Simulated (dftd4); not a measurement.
Cl3Y, charge -1, doublet, at a GFN2-xTB geometry (such geometries of metal compounds can be far from the true shape) (the multiplicity is a formal guess); D4 for r2scan (dftd4 4.2.0).

dftd4 was given this input:
```
$ dftd4 mol.xyz --func r2scan --charge -1 --json dftd4.json --noedisp --grad

# file mol.xyz
4

Y      0.16987209     0.45252725     0.28581914
Cl     1.94848068    -0.73084871    -0.84458394
Cl    -0.90181555    -1.23380179     1.64575232
Cl    -1.43637169     0.92649976    -1.45687110
```

The log (banner, timings and long lists left out):

```
                    ____  _____ _____     ____  _  _
      -------------|  _ \|  ___|_   _|---|  _ \| || |------------
     |             | | | | |_    | | ___ | | | | || |_           |
     |             | |_| |  _|   | ||___|| |_| |__   _|          |
     |             |____/|_|     |_|     |____/   |_|            |
     |             ===================================           |
     |            E. Caldeweyher, S. Ehlert & S. Grimme          |
     |          Mulliken Center for Theoretical Chemistry        |
     |                    University of Bonn                     |
      -----------------------------------------------------------

Rational (Becke-Johnson) damping: r2scan-D4-ATM
---------------------
  s6         1.0000
  s8         0.6019
  s9         1.0000
  a1         0.5156
  a2         5.7734
 alp        16.0000
--------------------

Dispersion energy:      -1.1930774322363E-03 Eh

Gradient norm:           1.0423576072123E-04 Eh/a0
--------------------------------------------------
     #    Z           dE/dx      dE/dy      dE/dz
--------------------------------------------------
     1   39 Y     1.214E-07  3.235E-07  2.043E-07
     2   17 Cl    5.670E-05 -1.061E-05 -1.716E-05
     3   17 Cl   -2.111E-05 -2.434E-05  5.083E-05
     4   17 Cl   -3.571E-05  3.463E-05 -3.387E-05
--------------------------------------------------

Virial:
--------------------------------------------------
      component           x          y          z
--------------------------------------------------
          x       3.417E-04 -9.149E-05 -5.779E-05
          y      -9.149E-05  1.323E-04 -1.539E-04
          z      -5.779E-05 -1.539E-04  2.788E-04
--------------------------------------------------

[Info] Dispersion results written to 'dftd4.txt'
[Info] JSON dump of results written to 'dftd4.json'
```
